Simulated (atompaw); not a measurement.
An all-electron radial function and its pseudo partner (In)

Columns: radius, all-electron u(r) and pseudo u(r) of the 5s shell (level -23.67 eV) of indium in the configuration [Kr] 4d10 5s1 5p0; PBE, scalar-relativistic, PAW (atompaw) scheme, atompaw 4.2.0.5.

| r (bohr) | all-electron | pseudo |
| --- | --- | --- |
| 0.098 | -0.1493 | 0.0759 |
| 0.196 | 0.1582 | 0.1511 |
| 0.294 | 0.2172 | 0.2246 |
| 0.392 | 0.0209 | 0.2958 |
| 0.490 | -0.2026 | 0.3639 |
| 0.588 | -0.3385 | 0.4283 |
| 0.687 | -0.3668 | 0.4890 |
| 0.785 | -0.3085 | 0.5444 |
| 0.883 | -0.1957 | 0.5946 |
| 0.981 | -0.0565 | 0.6393 |
| 1.079 | 0.0890 | 0.6784 |
| 1.177 | 0.2280 | 0.7117 |
| 1.275 | 0.3531 | 0.7393 |
| 1.373 | 0.4607 | 0.7611 |
| 1.471 | 0.5499 | 0.7774 |
| 1.569 | 0.6208 | 0.7884 |
| 1.667 | 0.6747 | 0.7942 |
| 1.765 | 0.7132 | 0.7954 |
| 1.863 | 0.7381 | 0.7920 |
| 1.962 | 0.7513 | 0.7845 |
| 2.060 | 0.7543 | 0.7732 |
| 2.158 | 0.7489 | 0.7585 |
| 2.256 | 0.7366 | 0.7407 |
| 2.354 | 0.7187 | 0.7200 |
| 2.452 | 0.6964 | 0.6966 |
| 2.550 | 0.6708 | 0.6708 |

Question: How many radial nodes do the two functions have?

Answer: The all-electron 5s function has n − l − 1 = 4 (the table is too coarse to show those close to the nucleus); the pseudo-wave has 0, since the states of the same l below it are removed with the core.

Question: Is the pseudo-wave norm-conserving?

Answer: No, it belongs to a PAW set: the norm inside the radius is not constrained, and the difference is carried by the augmentation charge.
